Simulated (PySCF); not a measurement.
Cartesian coordinates (Å):
SMILES: [Cl][Ge]([Cl])[Cl]
```xyz
4

Cl    -1.4887    -1.3924    -0.1893
Ge    -0.0007     0.0008     0.5680
Cl    -0.4609     1.9852    -0.1929
Cl     1.9503    -0.5937    -0.1859
```
Charge 0, spin multiplicity 2.

What dipole moment, highest occupied spin orbital and total energy does PBE-D3(BJ)/def2-TZVP // B3LYP-D3(BJ)/def2-TZVP (PySCF) give?


- dipole moment: 1.10 D
- highest occupied spin orbital: -6.48 eV
- total energy: -94066.54 eV
